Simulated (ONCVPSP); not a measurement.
Logarithmic derivatives: indium (In), ONCV

- Element: indium
- Generator: ONCVPSP 4.0.1
- Type: optimised norm-conserving Vanderbilt (ONCV)
- Functional: PBE
- Relativity: scalar-relativistic
- Frozen core: [Ar] 3d10
- Valence charge: 21
- Reference configuration: 4s2 4p6 4d10 5s1 (charge +2)
- Partial waves: 4s+5s: rc 1.50 bohr, ncon 4, nbas 8, qcut 10.4 1/bohr, 2 projectors; 4p: rc 1.05 bohr, ncon 5, nbas 8, qcut 8.8 1/bohr, 2 projectors, debl 3.1 Ha; 4d: rc 1.75 bohr, ncon 4, nbas 8, qcut 10.7 1/bohr, 2 projectors, debl 1 Ha
- Local potential: polynomial inside 1.05 bohr (lpopt 5, dvloc0 0 Ha)
- Core correction: Teter function, fcfact 3.25, rcfact 1

In the p channel the program set the typed energies aside and used -3.535, 0.250 Ha. In the d channel the program set the typed energies aside and used -1.342, 0.250 Ha.

The phase is arctan(r·R′/R) of the radial function R(r), unwrapped; energies in Ha, scanned from -7 to 5 Ha. A pole is an energy at which the radial function vanishes at the test radius. The pseudo phase is shifted by a multiple of π to meet the all-electron one at the reference energy, and phase errors are pseudo minus all-electron; the curves can meet again beyond the range given. Levels narrower than the energy grid can be missing from the lists of poles.

| channel | radius (bohr) | reference energy (Ha) | poles, all-electron | poles, pseudo | unbroken range about the reference energy with phases within 0.05 rad | phase error 1 Ha above the reference energy (rad) |
| --- | --- | --- | --- | --- | --- | --- |
| s | 1.52 | -0.87 | -4.73 | -4.73 | the whole range | -0.000 |
| p | 1.07 | -3.53 | 0.36 | 0.36 | the whole range | -0.000 |
| d | 1.77 | -1.34 | -0.87 | -0.87 | the whole range | -0.000 |

Phases in the d channel:

| E (Ha) | all-electron | pseudo |
| --- | --- | --- |
| -6.96 | 1.377 | 1.377 |
| -6.64 | 1.370 | 1.370 |
| -6.32 | 1.363 | 1.363 |
| -6.00 | 1.355 | 1.355 |
| -5.68 | 1.345 | 1.346 |
| -5.36 | 1.335 | 1.335 |
| -5.04 | 1.323 | 1.323 |
| -4.72 | 1.309 | 1.309 |
| -4.40 | 1.292 | 1.292 |
| -4.08 | 1.272 | 1.272 |
| -3.76 | 1.247 | 1.247 |
| -3.44 | 1.214 | 1.214 |
| -3.12 | 1.168 | 1.168 |
| -2.80 | 1.099 | 1.099 |
| -2.48 | 0.982 | 0.982 |
| -2.16 | 0.733 | 0.733 |
| -1.84 | 0.047 | 0.047 |
| -1.52 | -0.960 | -0.960 |
| -1.20 | -1.385 | -1.385 |
| -0.88 | -1.567 | -1.567 |
| -0.56 | -1.678 | -1.678 |
| -0.24 | -1.766 | -1.766 |
| 0.08 | -1.853 | -1.853 |
| 0.40 | -1.955 | -1.955 |
| 0.72 | -2.096 | -2.096 |
| 1.04 | -2.319 | -2.319 |
| 1.36 | -2.704 | -2.703 |
| 1.68 | -3.279 | -3.277 |
| 2.00 | -3.795 | -3.793 |
| 2.32 | -4.105 | -4.103 |
| 2.64 | -4.282 | -4.281 |
| 2.96 | -4.393 | -4.391 |
| 3.28 | -4.468 | -4.466 |
| 3.60 | -4.522 | -4.521 |
| 3.92 | -4.564 | -4.562 |
| 4.24 | -4.597 | -4.596 |
| 4.56 | -4.625 | -4.623 |
| 4.88 | -4.649 | -4.647 |
